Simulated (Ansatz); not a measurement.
`[SiH3]O[SiH2][GeH3]` + `[GeH3][SeH]` → `[GeH3][Se][GeH3]` + `[SiH3]O[SiH3]` at 400 K and 1 bar (cleavage of the Ge–Si bond).

Calculated with Ansatz (gas phase, PBE0-D4/def2-TZVP geometries, no zero-point term in ΔE). CBS: MP2 limit from def2 TZ/QZ plus the TZ coupled-cluster correction, frozen cores. For Ge, Se outer-core shells are correlated without core-valence functions, which leaves a few kJ/mol of doubt a bond. Scalar relativity is left out up to krypton. Each species was taken in one conformer, which may not be the lowest.

```tsv
species	CCSD(T)/CBS energy (Eh)	H − E (kJ/mol)	S (J/(mol·K))
`[SiH3]O[SiH2][GeH3]`	-2734.32644	224.7	455.5
`[GeH3][SeH]`	-4479.23116	104.1	322.4
`[GeH3][Se][GeH3]`	-6556.56757	159.0	406.0
`[SiH3]O[SiH3]`	-657.01000	172.0	360.1
```

H − E and S are ideal-gas, rigid-rotor, harmonic terms from PBE0-D4/def2-TZVP, for one conformer and one mirror image of each species. 1 Eh = 2625.50 kJ/mol, R = 8.31446 J/(mol·K).

Problem. By hand: ΔE, ΔH, ΔS and ΔG.

Solution. ΔE = (-6556.56757) + (-657.01000) − (-2734.32644) − (-4479.23116) = -0.01997 Eh = -52.4 kJ/mol. Δ(H − E) = 159.0 + 172.0 − 224.7 − 104.1 = 2.2, so ΔH = -50.2 kJ/mol. ΔS = 406.0 + 360.1 − 455.5 − 322.4 = -11.8 J/(mol·K). ΔG = -50.2 − 400 × (-11.8)/1000 = -45.5 kJ/mol.

Problem. By hand: the equilibrium constant, and the temperature at which ΔG would vanish if ΔH and ΔS stayed fixed.

Solution. log₁₀ K = −ΔG/(RT ln 10) = 5.9. ΔG = 0 at ΔH/ΔS = 4254 K, far beyond where these terms or the molecules hold.

The number of gas molecules stays the same, so ΔS is small and ΔH decides. A doubt of 5 kJ/mol in ΔE shifts log₁₀ K by 0.7 here. Other conformers and mirror images would add mixing entropy, several J/(mol·K) or more a flexible species. Modes under 60 cm⁻¹, often nearly free rotors, make the harmonic entropy too high. These are equilibria of isolated gas molecules and say nothing of rates. Largest T1 diagnostic: 0.012 (customary marks: 0.02 for closed shells, 0.045 for open ones).
